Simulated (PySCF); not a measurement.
Isomers of C8H11NSi, mass 149.066 u with the commonest isotopes. Method used: PBE0/pcSseg-1 in PySCF (dipole) on a GFN2-xTB geometry, gas phase. One conformer each, none proved a minimum here; rigid rotors.

Question: Order these by rotational constant C, largest first.
A. `[N:1]#[C:2][C:3](/[CH:4]=[CH:5]\[CH:6]1[CH2:7][CH2:8]1)=[CH:9]\[SiH3:10]` with C2–C3–C4–C5 1°, C4–C5–C6–C7 148°
B. `[CH3:1]/[N:2]=[CH:3]/[C:4]1=[CH:5][C@@:6]2([SiH3:7])[CH:8]=[CH:9][C@@H:10]12` with N2–C3–C4–C5 178°
C. `[CH:1]#[C:2][CH2:3][CH2:4][Si@H:5]1[CH2:6][C@H:7]([C:8]#[N:9])[CH2:10]1` with C2–C3–C4–Si5 61°, C3–C4–Si5–C6 -174°

Answer: B (553.4 MHz), C (519.0 MHz), A (452.5 MHz).

Question: Order these by dipole moment, smallest first.
A. `[CH:1]#[C:2][CH2:3][CH2:4][Si@H:5]1[CH2:6][C@H:7]([C:8]#[N:9])[CH2:10]1` with C2–C3–C4–Si5 61°, C3–C4–Si5–C6 -174°
B. `[N:1]#[C:2][C:3](/[CH:4]=[CH:5]\[CH:6]1[CH2:7][CH2:8]1)=[CH:9]\[SiH3:10]` with C2–C3–C4–C5 1°, C4–C5–C6–C7 148°
C. `[CH3:1]/[N:2]=[CH:3]/[C:4]1=[CH:5][C@@:6]2([SiH3:7])[CH:8]=[CH:9][C@@H:10]12` with N2–C3–C4–C5 178°

Answer: C (1.32 D), B (3.28 D), A (5.08 D).

Question: Order these by radius of gyration √(Σ m r²/M), smallest first.
A. `[N:1]#[C:2][C:3](/[CH:4]=[CH:5]\[CH:6]1[CH2:7][CH2:8]1)=[CH:9]\[SiH3:10]` with C2–C3–C4–C5 1°, C4–C5–C6–C7 148°
B. `[CH3:1]/[N:2]=[CH:3]/[C:4]1=[CH:5][C@@:6]2([SiH3:7])[CH:8]=[CH:9][C@@H:10]12` with N2–C3–C4–C5 178°
C. `[CH:1]#[C:2][CH2:3][CH2:4][Si@H:5]1[CH2:6][C@H:7]([C:8]#[N:9])[CH2:10]1` with C2–C3–C4–Si5 61°, C3–C4–Si5–C6 -174°

Answer: B (2.549 Å), C (2.606 Å), A (2.765 Å).

| SMILES | point group | Ia (u·Å²) | Ib (u·Å²) | Ic (u·Å²) | κ | μa (D) | μb (D) | μc (D) |
| --- | --- | --- | --- | --- | --- | --- | --- | --- |
| C/N=C/C1=C[C@@]2([SiH3])C=C[C@@H]12 | C1 | 187.20 | 837.11 | 913.18 | -0.95 | 0.53 | 0.37 | 1.15 |
| C#CCC[Si@H]1C[C@H](C#N)C1 | C1 | 205.76 | 844.58 | 973.80 | -0.92 | 4.25 | 1.88 | 2.03 |
| N#CC(/C=C\C1CC1)=C\[SiH3] | near Cs | 168.81 | 993.34 | 1116.93 | -0.96 | 1.19 | 3.06 | 0.00 |
